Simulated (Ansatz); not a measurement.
BrCl, charge -1, doublet, at the geometry of the source list (a state made from the parent by changing its charge; the spin is typed, not shown lowest) (a gas-phase anion, which may not be bound at this level); WB97M-V/def2-SVPD in Ansatz (a first-principles code).

Here is a job for Ansatz.
Ansatz 0.2 input:
```yaml
crystal:
  periodic: [false, false, false]
  atoms:
    - {symbol: Cl, position_ang: [1.06790000, 0.00000000, 0.00000000]}
    - {symbol: Br, position_ang: [-1.06790000, 0.00000000, 0.00000000]}
basis:
  gaussian:
    orbitals: def2-SVPD
hamiltonian:
  xc: {name: wB97M-V}
total_charge: -1
magnetization: {spin_polarized: true, initial_magnetization: 1}
accuracy: high
```

What the program printed (banner, timings and long lists left out):

```
Functional definition: wB97M-V
1110 factors; integrals over basis functions are off by at most 4.6e-9 eV
304 factors; integrals over basis functions are off by at most 2.3e-9 eV
mean field evaluation 1: about -82550.7830 eV, gradient 1.9e1 eV
mean field evaluation 2: about -82551.7569 eV, gradient 1.7e1 eV
mean field evaluation 4: about -82552.8340 eV, gradient 4.3e-1 eV
mean field evaluation 8: about -82552.8986 eV, gradient 6.9e-2 eV
mean field evaluation 16: about -82552.8988 eV, gradient 5.8e-5 eV
mean field -82552.89877487 eV, -3033.7630736121 hartree, gradient 7.5e-8 eV, S^2 0.752460; 0 other end points of the search recorded, 0 dependent functions left out
reference -82552.89877588 eV, -3033.7630736489 hartree; 27, 26 occupied and 41, 42 virtual orbitals, 1110 factors
Total energy: -82552.89877588 eV, -3033.7630736489 hartree
```
